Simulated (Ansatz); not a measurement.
The inner images of a band of ClH3Sn + H2S (8 atoms, charge 0, multiplicity 1) are given out of order.

Theory: RKS PBE-D4/def2-SVP (Ansatz 0.2.0).

First end point:

```xyz
8
Properties=species:S:1:pos:R:3
Sn 0.284 0.051 -0.132
Cl 0.168 -0.208 2.250
H 1.981 -0.012 -0.457
H -0.388 1.588 -0.502
H -0.542 -1.290 -0.819
S -3.328 0.132 0.981
H -3.345 -1.227 0.911
H -2.330 0.093 1.915
```

Last end point:

```xyz
8
Properties=species:S:1:pos:R:3
Sn -0.450 -0.048 -0.540
Cl -0.412 0.705 3.178
H 0.699 -1.021 0.291
H -0.120 1.637 -0.476
H -0.681 -0.593 -2.165
S -2.630 -0.276 0.623
H -2.476 -1.614 0.831
H -1.431 0.338 2.405
```

Problem. Put them in order from the first end to the last, with their energies above the first end.
A.
```xyz
8
Properties=species:S:1:pos:R:3
Sn -0.416 -0.010 -0.412
Cl -0.256 0.485 2.831
H 0.960 -0.846 0.208
H -0.192 1.692 -0.513
H -0.861 -0.727 -1.913
S -2.671 -0.192 0.719
H -2.600 -1.526 0.996
H -1.463 0.251 2.231
```
B.
```xyz
8
Properties=species:S:1:pos:R:3
Sn -0.355 0.017 -0.321
Cl -0.242 0.473 2.642
H 1.108 -0.790 0.132
H -0.212 1.717 -0.537
H -0.915 -0.775 -1.751
S -2.704 -0.202 0.792
H -2.603 -1.532 1.072
H -1.576 0.219 2.118
```
C.
```xyz
8
Properties=species:S:1:pos:R:3
Sn 0.097 0.122 -0.150
Cl -0.031 0.133 2.277
H 1.702 -0.494 -0.224
H -0.117 1.776 -0.563
H -0.905 -0.915 -1.094
S -3.194 -0.166 0.971
H -2.804 -1.472 1.013
H -2.247 0.143 1.918
```
D.
```xyz
8
Properties=species:S:1:pos:R:3
Sn -0.260 0.058 -0.230
Cl -0.201 0.462 2.507
H 1.229 -0.749 0.106
H -0.218 1.746 -0.548
H -0.903 -0.784 -1.621
S -2.761 -0.216 0.854
H -2.598 -1.549 1.089
H -1.788 0.159 1.992
```
E.
```xyz
8
Properties=species:S:1:pos:R:3
Sn -0.445 -0.021 -0.490
Cl -0.311 0.531 3.034
H 0.802 -0.895 0.308
H -0.180 1.676 -0.518
H -0.738 -0.674 -2.060
S -2.651 -0.210 0.656
H -2.557 -1.550 0.890
H -1.421 0.271 2.326
```

Solution. C (+4.4 kcal/mol), D (+17.9 kcal/mol), B (+14.0 kcal/mol), A (+8.4 kcal/mol), E (+5.3 kcal/mol).

Time of the run: 3.7 min on 2 threads of Arm Neoverse V1, with other jobs on the host, peak memory 0.13 GiB.
